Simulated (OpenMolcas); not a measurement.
Co3+ among 3 point charges of -2 e arranged as a planar triangle (D3h), 2.3 Å from the ion.

| Item | Value |
| --- | --- |
| Program | OpenMolcas 26.06 |
| Method | CASSCF |
| Basis | ANO-RCC-VDZP [5s4p2d1f] |
| Scalar Hamiltonian | DKH2, point nucleus |
| Active space | 6 electrons in 5 orbitals (3d) |
| State averaging | 2S+1 = 5 even, 5 roots; 2S+1 = 3 even, 45 roots; 2S+1 = 1 even, 50 roots |
| Spin-orbit coupling | state interaction with AMFI integrals over the reference wave functions |

**Question.** What is the spin-free ground state (labels of D3, the rotations of D3h)?

**Answer.** 5A1, 1-fold in its orbital part, 100 % from free-ion D terms; it has the highest spin that d6 allows.

**Question.** Where is the first state of the same spin?

**Answer.** 5E at 1130 cm-1 above the ground state.

**Question.** What are the lowest two levels with spin-orbit coupling?

**Answer.** A 1-fold level A1, then a 2-fold level E 36.7 cm-1 above it. Their leading multiplicities are 5 (100 %) and 5 (100 %).

**Question.** What is χT at 300 K, and how does it compare with the textbook value?

**Answer.** The lowest level has 2S+1 = 5, for which the spin-only value is χT = S(S+1) / 2 = 3.000 cm3 K/mol (g = 2). The computed 4.560 at 300 K differs by +1.560, through orbital momentum, spin-orbit coupling and any other state in reach.

Without dynamic correlation the repulsion within the d shell is too large (B by tens of per cent), so at a given field states of lower spin stand too high. Point charges give a weaker field than real ligands, and real ions of this kind are often low spin; the high spin found here belongs to the model. Point charges carry no covalency, so the field is a model and not that of real ligands. An unlabelled pair can be two single states that coincide in this model. No measured value stands beside these numbers.
